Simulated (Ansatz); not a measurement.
Nudged elastic band run: C₃H₉NSi

Input:

```yaml
crystal:
  periodic: [false, false, false]
  atoms:
    - { symbol: C, position_ang: [-0.667453, -0.650133, 1.293867] }
    - { symbol: C, position_ang: [-0.168648, -0.286442, -0.129387] }
    - { symbol: Si, position_ang: [1.705261, -0.030486, -0.152012] }
    - { symbol: C, position_ang: [-0.87496, 0.971009, -0.638734] }
    - { symbol: "N", position_ang: [-1.492421, 1.154902, -1.77473] }
    - { symbol: H, position_ang: [-0.459874, 0.164274, 2.000551] }
    - { symbol: H, position_ang: [-0.169081, -1.556936, 1.661212] }
    - { symbol: H, position_ang: [-1.75054, -0.831907, 1.294371] }
    - { symbol: H, position_ang: [-0.41563, -1.114491, -0.812889] }
    - { symbol: H, position_ang: [2.04925, 1.078838, 0.703313] }
    - { symbol: H, position_ang: [2.352588, -1.226175, 0.33197] }
    - { symbol: H, position_ang: [2.145818, 0.242597, -1.498306] }
    - { symbol: H, position_ang: [-0.845909, 1.834533, 0.050433] }
    - { symbol: H, position_ang: [-1.421101, 0.221119, -2.30106] }
basis:
  gaussian: { orbitals: STO-3G }
hamiltonian:
  xc: pbe0
  dispersion: d4
neb:
  order_check: false
  images: 7
  f_tol: 0.05
  max_iterations: 60
  max_displacement: 0.5
  optimiser: fire
  final_atoms:
    - { symbol: C, position_ang: [-0.64870267, -0.66706366, 1.29447661] }
    - { symbol: C, position_ang: [-0.14437953, -0.30107722, -0.12628401] }
    - { symbol: Si, position_ang: [1.70577132, 0.09263724, -0.112391] }
    - { symbol: C, position_ang: [-0.92822451, 0.88800591, -0.68353913] }
    - { symbol: "N", position_ang: [-1.53084446, 0.99852867, -1.83699644] }
    - { symbol: H, position_ang: [-0.09297603, -1.5243769, 1.6968673] }
    - { symbol: H, position_ang: [-1.71484012, -0.9301031, 1.27500572] }
    - { symbol: H, position_ang: [-0.51985958, 0.17781455, 1.98381204] }
    - { symbol: H, position_ang: [-0.31255248, -1.16125904, -0.79367525] }
    - { symbol: H, position_ang: [1.94609576, 1.24048017, 0.72730148] }
    - { symbol: H, position_ang: [2.42726574, -1.0423278, 0.41127502] }
    - { symbol: H, position_ang: [2.15768882, 0.37191445, -1.45365028] }
    - { symbol: H, position_ang: [-0.97859543, 1.76736758, -0.01615921] }
    - { symbol: H, position_ang: [-1.37854683, 0.06016115, -2.33744385] }
  initial_path:
    images:
      - { positions_ang: [[-0.667453, -0.650133, 1.293867], [-0.168648, -0.286442, -0.129387], [1.705261, -0.030486, -0.152012], [-0.87496, 0.971009, -0.638734], [-1.492421, 1.154902, -1.77473], [-0.459874, 0.164274, 2.000551], [-0.169081, -1.556936, 1.661212], [-1.75054, -0.831907, 1.294371], [-0.41563, -1.114491, -0.812889], [2.04925, 1.078838, 0.703313], [2.352588, -1.226175, 0.33197], [2.145818, 0.242597, -1.498306], [-0.845909, 1.834533, 0.050433], [-1.421101, 0.221119, -2.30106]] }
      - { positions_ang: [[-0.67010527, -0.66541203, 1.26916616], [-0.15525475, -0.28211349, -0.13735024], [1.70494206, -0.00255581, -0.13871593], [-0.85727948, 0.96417156, -0.6489594], [-1.5313081, 1.08319129, -1.76323059], [-0.31707237, -0.02955878, 1.99808939], [-0.3993996, -1.58542474, 1.54498034], [-1.66884001, -0.61349179, 1.34468974], [-0.37502834, -1.10597434, -0.81415644], [2.03553154, 1.11765717, 0.73824536], [2.37400566, -1.19686883, 0.3652863], [2.17977024, 0.28241921, -1.47840962], [-0.84398976, 1.85220009, 0.00147909], [-1.48867181, 0.15246251, -2.25251517]] }
      - { positions_ang: [[-0.67275754, -0.68069107, 1.24446532], [-0.14186151, -0.27778499, -0.14531348], [1.70462313, 0.02537439, -0.12541985], [-0.83959897, 0.95733411, -0.65918481], [-1.5701952, 1.01148057, -1.75173117], [-0.17427075, -0.22339156, 1.99562779], [-0.62971821, -1.61391347, 1.42874868], [-1.58714003, -0.39507659, 1.39500848], [-0.33442668, -1.09745768, -0.81542388], [2.02181309, 1.15647634, 0.77317772], [2.39542332, -1.16756266, 0.39860259], [2.21372247, 0.32224141, -1.45851323], [-0.84207052, 1.86986717, -0.04747481], [-1.55624262, 0.08380602, -2.20397033]] }
      - { positions_ang: [[-0.6754098, -0.6959701, 1.21976447], [-0.12846826, -0.27345648, -0.15327673], [1.70430419, 0.05330458, -0.11212378], [-0.82191845, 0.95049667, -0.66941021], [-1.60908229, 0.93976986, -1.74023176], [-0.03146912, -0.41722434, 1.99316618], [-0.86003681, -1.64240221, 1.31251702], [-1.50544004, -0.17666138, 1.44532722], [-0.29382502, -1.08894102, -0.81669132], [2.00809463, 1.19529551, 0.80811008], [2.41684098, -1.13825648, 0.43191889], [2.24767471, 0.36206362, -1.43861685], [-0.84015128, 1.88753426, -0.09642872], [-1.62381343, 0.01514953, -2.1554255]] }
      - { positions_ang: [[-0.67806207, -0.71124914, 1.19506363], [-0.11507501, -0.26912797, -0.16123997], [1.70398525, 0.08123477, -0.0988277], [-0.80423794, 0.94365922, -0.67963562], [-1.64796939, 0.86805914, -1.72873235], [0.11133251, -0.61105712, 1.99070457], [-1.09035542, -1.67089095, 1.19628536], [-1.42374006, 0.04175383, 1.49564597], [-0.25322336, -1.08042437, -0.81795877], [1.99437617, 1.23411468, 0.84304243], [2.43825864, -1.10895031, 0.46523519], [2.28162695, 0.40188582, -1.41872047], [-0.83823203, 1.90520134, -0.14538263], [-1.69138424, -0.05350696, -2.10688066]] }
      - { positions_ang: [[-0.67072222, -0.70020277, 1.21991688], [-0.12240114, -0.27711528, -0.15250098], [1.70443177, 0.08408539, -0.10221853], [-0.83523458, 0.92974589, -0.68061149], [-1.61868816, 0.90067652, -1.75579837], [0.06025537, -0.83938706, 1.91724526], [-1.24647659, -1.48569399, 1.21596545], [-1.19776994, 0.07576901, 1.61768749], [-0.26805564, -1.10063303, -0.81188789], [1.98230607, 1.23570605, 0.8141072], [2.43551041, -1.09229468, 0.45174514], [2.25064242, 0.39439298, -1.42745292], [-0.87332288, 1.8707429, -0.11307678], [-1.61317489, -0.02508993, -2.16452146]] }
      - { positions_ang: [[-0.66338237, -0.6891564, 1.24477012], [-0.12972727, -0.28510259, -0.14376199], [1.70487829, 0.08693601, -0.10560935], [-0.86623123, 0.91583257, -0.68158737], [-1.58940692, 0.9332939, -1.78286439], [0.00917824, -1.06771701, 1.84378594], [-1.40259777, -1.30049702, 1.23564554], [-0.97179982, 0.10978419, 1.739729], [-0.28288792, -1.1208417, -0.80581701], [1.97023596, 1.23729742, 0.78517196], [2.43276219, -1.07563905, 0.4382551], [2.21965788, 0.38690014, -1.43618538], [-0.90841373, 1.83628446, -0.08077092], [-1.53496554, 0.0033271, -2.22216226]] }
      - { positions_ang: [[-0.65604252, -0.67811003, 1.26962337], [-0.1370534, -0.2930899, -0.135023], [1.70532481, 0.08978662, -0.10900017], [-0.89722787, 0.90191924, -0.68256325], [-1.56012569, 0.96591129, -1.80993041], [-0.04189889, -1.29604696, 1.77032662], [-1.55871894, -1.11530006, 1.25532563], [-0.7458297, 0.14379937, 1.86177052], [-0.2977202, -1.14105037, -0.79974613], [1.95816586, 1.23888879, 0.75623672], [2.43001396, -1.05898342, 0.42476506], [2.18867335, 0.37940729, -1.44491783], [-0.94350458, 1.80182602, -0.04846507], [-1.45675618, 0.03174412, -2.27980306]] }
      - { positions_ang: [[-0.64870267, -0.66706366, 1.29447661], [-0.14437953, -0.30107722, -0.12628401], [1.70577132, 0.09263724, -0.112391], [-0.92822451, 0.88800591, -0.68353913], [-1.53084446, 0.99852867, -1.83699644], [-0.09297603, -1.5243769, 1.6968673], [-1.71484012, -0.9301031, 1.27500572], [-0.51985958, 0.17781455, 1.98381204], [-0.31255248, -1.16125904, -0.79367525], [1.94609576, 1.24048017, 0.72730148], [2.42726574, -1.0423278, 0.41127502], [2.15768882, 0.37191445, -1.45365028], [-0.97859543, 1.76736758, -0.01615921], [-1.37854683, 0.06016115, -2.33744385]] }
```

Run as:

```bash
$ ansatz run input.yaml --threads 1 --pin off --max-ram 2048MiB --backend cpu --events-out ev --progress --plain --runs-dir out
```

Output, in part (warnings, iteration lines, the closing report on the highest movable image, with atoms numbered from 0):

```
NEB end point (image 0): max|allowed force component| = 1.289e-2 eV/Å (the criterion of neb.relax_end_points is 1.000e-2)
NEB end point (image 8): max|allowed force component| = 9.330e-3 eV/Å (the criterion of neb.relax_end_points is 1.000e-2)
NEB iter   1: max|band force component| = 8.764e0 eV/Å  barrier→ = 1.4476 eV  barrier← = 1.4476 eV  Δτ_max = 0.1270 Å  (194 SCF iters)
NEB iter   2: max|band force component| = 7.070e0 eV/Å  barrier→ = 0.7096 eV  barrier← = 0.7096 eV  Δτ_max = 0.0323 Å  (180 SCF iters)
NEB iter   3: max|band force component| = 3.692e0 eV/Å  barrier→ = 0.3622 eV  barrier← = 0.3622 eV  Δτ_max = 0.0448 Å  (177 SCF iters)
NEB iter   4: max|band force component| = 3.124e0 eV/Å  barrier→ = 0.3211 eV  barrier← = 0.3211 eV  Δτ_max = 0.0038 Å  (179 SCF iters)
NEB iter   5: max|band force component| = 2.776e0 eV/Å  barrier→ = 0.2987 eV  barrier← = 0.2987 eV  Δτ_max = 0.0072 Å  (135 SCF iters)
NEB iter   6: max|band force component| = 2.096e0 eV/Å  barrier→ = 0.2634 eV  barrier← = 0.2634 eV  Δτ_max = 0.0098 Å  (152 SCF iters)
NEB iter   7: max|band force component| = 1.321e0 eV/Å  barrier→ = 0.2301 eV  barrier← = 0.2301 eV  Δτ_max = 0.0112 Å  (163 SCF iters)
NEB iter   8: max|band force component| = 6.411e-1 eV/Å  barrier→ = 0.2131 eV  barrier← = 0.2130 eV  Δτ_max = 0.0105 Å  (164 SCF iters)
NEB iter   9: max|band force component| = 1.258e0 eV/Å  barrier→ = 0.2149 eV  barrier← = 0.2149 eV  Δτ_max = 0.0015 Å  (162 SCF iters)
NEB iter  10: max|band force component| = 1.092e0 eV/Å  barrier→ = 0.2105 eV  barrier← = 0.2105 eV  Δτ_max = 0.0028 Å  (126 SCF iters)
NEB iter  11: max|band force component| = 7.899e-1 eV/Å  barrier→ = 0.2036 eV  barrier← = 0.2036 eV  Δτ_max = 0.0037 Å  (134 SCF iters)
NEB iter  12: max|band force component| = 5.146e-1 eV/Å  barrier→ = 0.1971 eV  barrier← = 0.1971 eV  Δτ_max = 0.0041 Å  (138 SCF iters)
NEB iter  13: max|band force component| = 4.783e-1 eV/Å  barrier→ = 0.1927 eV  barrier← = 0.1927 eV  CI = image 4  Δτ_max = 0.0039 Å  (141 SCF iters)
NEB iter  14: max|band force component| = 6.651e-1 eV/Å  barrier→ = 0.1901 eV  barrier← = 0.1900 eV  CI = image 4  Δτ_max = 0.0032 Å  (143 SCF iters)
NEB iter  15: max|band force component| = 7.501e-1 eV/Å  barrier→ = 0.1872 eV  barrier← = 0.1872 eV  CI = image 4  Δτ_max = 0.0037 Å  (141 SCF iters)
NEB iter  16: max|band force component| = 7.353e-1 eV/Å  barrier→ = 0.1820 eV  barrier← = 0.1820 eV  CI = image 4  Δτ_max = 0.0049 Å  (146 SCF iters)
NEB iter  17: max|band force component| = 4.936e-1 eV/Å  barrier→ = 0.1746 eV  barrier← = 0.1746 eV  CI = image 4  Δτ_max = 0.0069 Å  (148 SCF iters)
NEB iter  18: max|band force component| = 1.658e-1 eV/Å  barrier→ = 0.1680 eV  barrier← = 0.1680 eV  CI = image 4  Δτ_max = 0.0073 Å  (148 SCF iters)
NEB iter  19: max|band force component| = 4.141e-1 eV/Å  barrier→ = 0.1654 eV  barrier← = 0.1654 eV  CI = image 4  Δτ_max = 0.0003 Å  (148 SCF iters)
NEB iter  20: max|band force component| = 3.775e-1 eV/Å  barrier→ = 0.1650 eV  barrier← = 0.1650 eV  CI = image 4  Δτ_max = 0.0005 Å  (115 SCF iters)
NEB iter  21: max|band force component| = 3.074e-1 eV/Å  barrier→ = 0.1644 eV  barrier← = 0.1644 eV  CI = image 4  Δτ_max = 0.0007 Å  (116 SCF iters)
NEB iter  22: max|band force component| = 2.337e-1 eV/Å  barrier→ = 0.1637 eV  barrier← = 0.1637 eV  CI = image 4  Δτ_max = 0.0008 Å  (118 SCF iters)
NEB iter  23: max|band force component| = 1.641e-1 eV/Å  barrier→ = 0.1629 eV  barrier← = 0.1629 eV  CI = image 4  Δτ_max = 0.0009 Å  (124 SCF iters)
NEB iter  24: max|band force component| = 1.332e-1 eV/Å  barrier→ = 0.1624 eV  barrier← = 0.1624 eV  CI = image 4  Δτ_max = 0.0009 Å  (124 SCF iters)
NEB iter  25: max|band force component| = 1.347e-1 eV/Å  barrier→ = 0.1620 eV  barrier← = 0.1620 eV  CI = image 4  Δτ_max = 0.0009 Å  (125 SCF iters)
NEB iter  26: max|band force component| = 2.276e-1 eV/Å  barrier→ = 0.1617 eV  barrier← = 0.1617 eV  CI = image 4  Δτ_max = 0.0008 Å  (124 SCF iters)
NEB iter  27: max|band force component| = 2.840e-1 eV/Å  barrier→ = 0.1613 eV  barrier← = 0.1612 eV  CI = image 4  Δτ_max = 0.0010 Å  (121 SCF iters)
NEB iter  28: max|band force component| = 2.872e-1 eV/Å  barrier→ = 0.1606 eV  barrier← = 0.1606 eV  CI = image 4  Δτ_max = 0.0012 Å  (120 SCF iters)
NEB iter  29: max|band force component| = 2.259e-1 eV/Å  barrier→ = 0.1596 eV  barrier← = 0.1596 eV  CI = image 4  Δτ_max = 0.0015 Å  (119 SCF iters)
NEB iter  30: max|band force component| = 1.173e-1 eV/Å  barrier→ = 0.1585 eV  barrier← = 0.1585 eV  CI = image 4  Δτ_max = 0.0019 Å  (129 SCF iters)
NEB iter  31: max|band force component| = 1.106e-1 eV/Å  barrier→ = 0.1577 eV  barrier← = 0.1577 eV  CI = image 4  Δτ_max = 0.0023 Å  (131 SCF iters)
NEB iter  32: max|band force component| = 2.009e-1 eV/Å  barrier→ = 0.1570 eV  barrier← = 0.1570 eV  CI = image 4  Δτ_max = 0.0027 Å  (129 SCF iters)
NEB iter  33: max|band force component| = 1.970e-1 eV/Å  barrier→ = 0.1561 eV  barrier← = 0.1561 eV  CI = image 4  Δτ_max = 0.0030 Å  (123 SCF iters)
NEB iter  34: max|band force component| = 8.291e-2 eV/Å  barrier→ = 0.1550 eV  barrier← = 0.1550 eV  CI = image 4  Δτ_max = 0.0035 Å  (131 SCF iters)
NEB iter  35: max|band force component| = 1.257e-1 eV/Å  barrier→ = 0.1544 eV  barrier← = 0.1544 eV  CI = image 4  Δτ_max = 0.0040 Å  (132 SCF iters)
NEB iter  36: max|band force component| = 1.725e-1 eV/Å  barrier→ = 0.1538 eV  barrier← = 0.1538 eV  CI = image 4  Δτ_max = 0.0044 Å  (125 SCF iters)
NEB iter  37: max|band force component| = 8.130e-2 eV/Å  barrier→ = 0.1531 eV  barrier← = 0.1531 eV  CI = image 4  Δτ_max = 0.0051 Å  (135 SCF iters)
NEB iter  38: max|band force component| = 1.713e-1 eV/Å  barrier→ = 0.1529 eV  barrier← = 0.1529 eV  CI = image 4  Δτ_max = 0.0003 Å  (137 SCF iters)
NEB iter  39: max|band force component| = 1.319e-1 eV/Å  barrier→ = 0.1527 eV  barrier← = 0.1527 eV  CI = image 4  Δτ_max = 0.0006 Å  (114 SCF iters)
NEB iter  40: max|band force component| = 7.797e-2 eV/Å  barrier→ = 0.1525 eV  barrier← = 0.1525 eV  CI = image 4  Δτ_max = 0.0007 Å  (117 SCF iters)
NEB iter  41: max|band force component| = 8.308e-2 eV/Å  barrier→ = 0.1524 eV  barrier← = 0.1524 eV  CI = image 4  Δτ_max = 0.0007 Å  (119 SCF iters)
NEB iter  42: max|band force component| = 1.164e-1 eV/Å  barrier→ = 0.1523 eV  barrier← = 0.1523 eV  CI = image 4  Δτ_max = 0.0006 Å  (118 SCF iters)
NEB iter  43: max|band force component| = 1.293e-1 eV/Å  barrier→ = 0.1522 eV  barrier← = 0.1522 eV  CI = image 4  Δτ_max = 0.0007 Å  (118 SCF iters)
NEB iter  44: max|band force component| = 1.187e-1 eV/Å  barrier→ = 0.1520 eV  barrier← = 0.1520 eV  CI = image 4  Δτ_max = 0.0010 Å  (116 SCF iters)
NEB iter  45: max|band force component| = 8.312e-2 eV/Å  barrier→ = 0.1517 eV  barrier← = 0.1517 eV  CI = image 4  Δτ_max = 0.0013 Å  (118 SCF iters)
NEB iter  46: max|band force component| = 5.544e-2 eV/Å  barrier→ = 0.1515 eV  barrier← = 0.1515 eV  CI = image 4  Δτ_max = 0.0015 Å  (121 SCF iters)
NEB iter  47: max|band force component| = 1.098e-1 eV/Å  barrier→ = 0.1513 eV  barrier← = 0.1513 eV  CI = image 4  Δτ_max = 0.0016 Å  (123 SCF iters)
NEB iter  48: max|band force component| = 1.059e-1 eV/Å  barrier→ = 0.1511 eV  barrier← = 0.1511 eV  CI = image 4  Δτ_max = 0.0019 Å  (122 SCF iters)
NEB iter  49: max|band force component| = 3.603e-2 eV/Å  barrier→ = 0.1508 eV  barrier← = 0.1508 eV  CI = image 4  Δτ_max = 0.0000 Å  (291 SCF iters)
Total energy: -12467.03318024 eV, -458.1550189152 hartree
Atom 0 at    -0.663239    -0.663476     1.244815 Å, force     0.002083    -0.003281     0.016159 eV/Å
Atom 1 at    -0.095944    -0.265815    -0.159571 Å, force     0.003185    -0.008849     0.001742 eV/Å
Atom 2 at     1.756700     0.093440    -0.080123 Å, force     0.001800     0.004017    -0.001274 eV/Å
Atom 3 at    -0.881541     0.922431    -0.717378 Å, force    -0.007075    -0.004029    -0.001487 eV/Å
Atom 4 at    -1.682487     0.941480    -1.748602 Å, force     0.020857     0.020101    -0.036512 eV/Å
Atom 5 at     0.103160    -0.641057     2.029870 Å, force     0.012527    -0.017036     0.013058 eV/Å
Atom 6 at    -1.083075    -1.676149     1.213404 Å, force    -0.002826    -0.006845     0.022029 eV/Å
Atom 7 at    -1.465670     0.021205     1.547545 Å, force    -0.003898    -0.002024     0.019337 eV/Å
Atom 8 at    -0.252479    -1.105874    -0.853352 Å, force    -0.008727    -0.026285     0.018102 eV/Å
Atom 9 at     1.991613     1.207390     0.806365 Å, force    -0.007632     0.001221    -0.016627 eV/Å
Atom 10 at     2.428087    -1.074226     0.439553 Å, force     0.000519     0.016569    -0.009864 eV/Å
Atom 11 at     2.275373     0.398962    -1.391932 Å, force    -0.024000     0.004858     0.006371 eV/Å
Atom 12 at    -0.781438     1.868507    -0.154754 Å, force     0.005496    -0.005806     0.000991 eV/Å
Atom 13 at    -1.661759    -0.056117    -2.147240 Å, force     0.007691     0.027389    -0.032025 eV/Å
Dipole moment:     0.284500    -0.320735     0.227915 e Å
```

The forces met the threshold. The order of the stationary point at the top wasn't checked. Limits of this set-up: minimal basis.

Final band (atoms are numbered from 1 in the order of the input):

```
image  path coordinate (Å)  energy (kcal/mol)  dihedral H6–C1–C2–Si3 (°)
    0                 0.00                0.0                         62
    1                 0.48                0.5                         47
    2                 0.96                1.7                         32
    3                 1.43                2.9                         17
    4                 1.90                3.5                          1
    5                 2.35                2.8                        -13
    6                 2.81                1.6                        -28
    7                 3.27                0.4                        -43
    8                 3.73                0.0                        -58
```

Run time: 13 min on 1 thread of Intel(R) Xeon(R) Platinum 8375C CPU @ 2.90GHz (Ice Lake), with other jobs on the host, peak memory 0.12 GiB.
